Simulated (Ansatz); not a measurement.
One geometry of CH$_{6}$BF$_{2}$NSi (`B[C@@H](F)[Si@@H](N)F`), several functionals.

```yaml
crystal:
  periodic: [false, false, false]
  atoms:
    - {symbol: B, position_ang: [-1.948724, -0.304875, 0.534888]}
    - {symbol: C, position_ang: [-0.705581, -0.653287, -0.282551]}
    - {symbol: F, position_ang: [-0.766585, -0.382814, -1.657874]}
    - {symbol: Si, position_ang: [0.772591, 0.311110, 0.444023]}
    - {symbol: N, position_ang: [1.913065, 0.405461, -0.795890]}
    - {symbol: F, position_ang: [0.226132, 1.732286, 0.953947]}
    - {symbol: H, position_ang: [-2.867178, 0.297423, 0.070865]}
    - {symbol: H, position_ang: [-1.941872, -0.617399, 1.690635]}
    - {symbol: H, position_ang: [-0.408707, -1.705493, -0.155031]}
    - {symbol: H, position_ang: [1.336904, -0.341635, 1.643883]}
    - {symbol: H, position_ang: [1.613387, 0.470238, -1.755199]}
    - {symbol: H, position_ang: [2.853368, 0.733884, -0.657594]}
basis:
  gaussian: {orbitals: def2-TZVPP}
hamiltonian: {xc: {name: revPBE}, dispersion: d4}
output: {orbitals: {seedname: orbitals}}
```

```sh
$ ansatz run in.yaml --threads 4 --pin off --events-out ev --progress --plain
```

Shortened log:

```
Functional definition: revPBE
  name "revPBE"
  cite "Zhang & Yang, Phys. Rev. Lett. 80, 890 (1998) doi:10.1103/PhysRevLett.80.890"
  cite "Perdew, Burke & Ernzerhof, Phys. Rev. Lett. 77, 3865 (1996) doi:10.1103/PhysRevLett.77.3865"
  parameter kappa = 1.245
  parameter beta = 0.06672455060314922
  exchange = pbe_x(kappa = kappa, mu = beta*pi^2/3)
  correlation = pbe_c(beta = beta)
1458 factors; their error is unknown
mean field evaluation 1: about -16600.1751 eV, gradient 8.5e1 eV
mean field evaluation 2: about -16570.0124 eV, gradient 1.3e2 eV
mean field evaluation 4: about -16613.5150 eV, gradient 1.2e1 eV
mean field evaluation 8: about -16613.8078 eV, gradient 1.2e-1 eV
mean field evaluation 16: about -16613.7782 eV, gradient 2.7e-3 eV
mean field -16613.77821299 eV, -610.5450881040 hartree, gradient 3.6e-5 eV, S^2 0.000000; 0 other end points of the search recorded, 0 dependent functions left out
reference -16613.77827188 eV, -610.5450902683 hartree; 28, 28 occupied and 253, 253 virtual orbitals, 1458 factors
Total energy: -16614.55886251 eV, -610.5737764446 hartree
```

Run time 2.6 s (4 threads of a server CPU on a shared host); peak host memory 0.39 GiB.

The same input with `hamiltonian: {xc: {name: B3LYP}, dispersion: d4}` and forces (abridged; 16 s):

```
Functional definition: B3LYP
mean field evaluation 16: about -16619.4503 eV, gradient 3.9e-4 eV
mean field -16619.45030023 eV, -610.7535334655 hartree, gradient 5.0e-5 eV, S^2 0.000000
Total energy: -16619.85884962 eV, -610.7685473785 hartree
Atom 0 force    -0.172114     0.008892     0.063022 eV/Å
Atom 1 force     0.014298    -0.184288     0.458357 eV/Å
Atom 2 force    -0.033935     0.077001    -0.425846 eV/Å
Atom 3 force     0.144564    -0.174384     0.120868 eV/Å
Atom 4 force     0.064631     0.016940    -0.057322 eV/Å
Atom 5 force    -0.072548     0.178075     0.061120 eV/Å
Atom 6 force     0.099812    -0.063922     0.059347 eV/Å
Atom 7 force    -0.014524     0.038607    -0.129498 eV/Å
Atom 8 force    -0.036821     0.058531    -0.032647 eV/Å
Atom 9 force    -0.036002     0.039843    -0.077573 eV/Å
Atom 10 force     0.028886     0.002938    -0.014464 eV/Å
Atom 11 force     0.013751     0.001767    -0.025365 eV/Å
Dipole moment:     0.376393    -0.210419    -0.009665 e Å
```

Changing it to `hamiltonian: {xc: {name: LC-wPBE}}` (abridged; 3.4 s):

```
Functional definition: LC-wPBE
mean field evaluation 16: about -16611.0383 eV, gradient 1.4e-4 eV
mean field -16611.03827657 eV, -610.4443972978 hartree, gradient 4.3e-5 eV, S^2 0.000000
Total energy: -16611.03827658 eV, -610.4443972981 hartree
```

The same input with `hamiltonian: {xc: hse06, dispersion: d4}` (abridged; 6 s):

```
Functional definition: HSE06
mean field evaluation 16: about -16605.3462 eV, gradient 4.4e-4 eV
mean field -16605.34619154 eV, -610.2352170311 hartree, gradient 4.1e-5 eV, S^2 0.000000
Total energy: -16605.54542670 eV, -610.2425387883 hartree
```

Changing it to `hamiltonian: {xc: pbe0, dispersion: d4}` (abridged; 7 s):

```
Functional definition: PBE0
mean field evaluation 16: about -16605.9400 eV, gradient 8.7e-5 eV
mean field -16605.94003553 eV, -610.2570403953 hartree, gradient 2.0e-5 eV, S^2 0.000000
Total energy: -16606.15436745 eV, -610.2649169479 hartree
```

The same input with `hamiltonian: {xc: {name: CAM-B3LYP}, dispersion: d4}` (abridged; 4.6 s):

```
Functional definition: CAM-B3LYP
mean field evaluation 16: about -16615.9449 eV, gradient 6.2e-5 eV
mean field -16615.94488894 eV, -610.6247119767 hartree, gradient 6.2e-5 eV, S^2 0.000000
Total energy: -16616.16150981 eV, -610.6326726467 hartree
```

B3LYP takes the VWN-RPA correlation (the form of Gaussian; ORCA's B3LYP/G).

HSE06 is the plane-wave form, built on full-range PBE exchange.
